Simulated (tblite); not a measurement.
Species: C3H5BrClO2Si (doublet state).
SMILES with atom numbers: `[Cl:1][C:2]1[CH2:3][O:4][SiH:5]([Br:6])[O:7][CH2:8]1` (hydrogens: H9, H10 on C3; H11 on Si5; H12, H13 on C8)

Computed with GFN2-xTB (tblite), gas phase: L-BFGS steps from a force-field or distance-geometry start until the largest atomic force falls under 0.01 eV/Å.

Geometry at step 18:
```
atom  x, y, z in Å
Cl1    -2.9008    0.5702   -0.3096
C2     -1.2455    0.2380   -0.1330
C3     -0.3218    1.3422    0.2156
O4      0.8261    0.8920    0.8867
Si5     1.6277   -0.3784    0.2762
Br6     3.1543    0.2017   -1.1737
O7      0.5792   -1.2191   -0.6300
C8     -0.7799   -1.1575   -0.3002
H9     -0.0008    1.8996   -0.6822
H10    -0.8228    2.0559    0.8727
H11     2.1521   -1.0457    1.4426
H12    -0.9345   -1.7475    0.6201
H13    -1.3377   -1.6509   -1.1029
```

Q: Give the atomic forces at this geometry.

A: 
```
atom  Fx (eV/Å)  Fy (eV/Å)  Fz (eV/Å)
 Cl1      0.038      0.005      0.012
  C2      0.010     -0.009      0.003
  C3     -0.011      0.099      0.023
  O4     -0.013     -0.003     -0.079
 Si5      0.102     -0.019     -0.015
 Br6     -0.034     -0.050      0.089
  O7      0.029     -0.022     -0.012
  C8      0.010     -0.078      0.000
  H9     -0.031      0.016     -0.035
 H10     -0.057      0.136      0.107
 H11      0.043      0.009     -0.045
 H12     -0.072     -0.022      0.009
 H13     -0.013     -0.064     -0.057
```

The largest, 0.18 eV/Å, acts on H10; the rms over all components is 0.051 eV/Å. The forces sum to zero within rounding, as they must for an isolated molecule in no field.

Q: Give the force on H10 in Eh/bohr and in nN.

A: 0.182 eV/Å ÷ 51.422 = 0.00354 Eh/bohr, and 0.182 eV/Å × 1.602 = 0.29 nN.

Q: How far is this geometry from the end of the optimisation?

A: 0.052 eV above it, and 0.538 Å rms away after alignment. The bonds farthest from their final lengths, with half the difference of the two atoms' forces along the bond (positive lengthens):

```csv
bond,now (Å),final (Å),force along bond (eV/Å)
Si5–Br6,2.184,2.170,-0.09
C8–H13,1.095,1.106,+0.02
C3–H10,1.092,1.098,+0.05
Si5–H11,1.442,1.448,-0.03
C2–C8,1.481,1.486,+0.03
C8–H12,1.104,1.098,-0.01
```

The angle farthest from its final value is O4–Si5–H11, 103.8° against 111.7°.

Of the 2 listed bonds off by 0.010 Å or more, this force points towards the final length in 2.

What follows is the cost of the whole relaxation. Time: 1.0 s of wall time. Hardware: an Arm Neoverse V1 with one thread, shared host with 32 logical CPUs at a one-minute load of 40.
